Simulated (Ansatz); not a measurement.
Task: Name a neutral molecule of F, Ge, N, Si and H with LUMO energy (B3LYP/def2-TZVPP) between -0.40 and -0.10 eV and LUMO energy (PBE/def2-TZVPP) between -1.10 and -0.80 eV (Ansatz, PBE0-D4/def2-TZVP geometry).

Result: `[NH2][GeH]([F])[SiH3]` (-0.33 eV, -0.93 eV). Other molecules can fit too; these were computed, each in one conformer that needn't be the lowest.

B3LYP here is the variant with VWN-RPA as its local correlation; programs differ in this.
